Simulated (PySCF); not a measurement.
# Bromine: highly charged ions in a basis for the neutral atom

Br²²⁺ [Ne] 3s2 3p1, Br²³⁺ [Ne] 3s2. Computed with PySCF 2.14 in def2-SVP (5s4p3d, 32 functions), with no relativity, point nucleus. No spin-orbit coupling, so a gap to NIST mixes the basis error with missing relativistic terms.

Changed run: basis of the neutral atom used for a highly charged ion. This setting is unsound on purpose.

```json
{"species": "Br²²⁺", "method": "UHF", "sound run (hartree)": "not run", "changed run (hartree)": "-2270.19231", "converged": "yes"}
{"species": "Br²²⁺", "method": "LDA", "sound run (hartree)": "not run", "changed run (hartree)": "-2267.00477", "converged": "yes"}
{"species": "Br²²⁺", "method": "PBE", "sound run (hartree)": "not run", "changed run (hartree)": "-2270.34787", "converged": "yes"}
{"species": "Br²³⁺", "method": "UHF", "sound run (hartree)": "not run", "changed run (hartree)": "-2235.74645", "converged": "yes"}
{"species": "Br²³⁺", "method": "LDA", "sound run (hartree)": "not run", "changed run (hartree)": "-2232.51367", "converged": "yes"}
{"species": "Br²³⁺", "method": "PBE", "sound run (hartree)": "not run", "changed run (hartree)": "-2235.84536", "converged": "yes"}
```

Ionisation energy of Br²²⁺:

```json
{"method": "UHF", "changed run (eV)": "937.32", "NIST (eV)": "963 ± 5"}
{"method": "LDA", "changed run (eV)": "938.55", "NIST (eV)": "963 ± 5"}
{"method": "PBE", "changed run (eV)": "938.86", "NIST (eV)": "963 ± 5"}
```

The contracted functions were made for the neutral atom and can be too rigid for a highly charged ion.
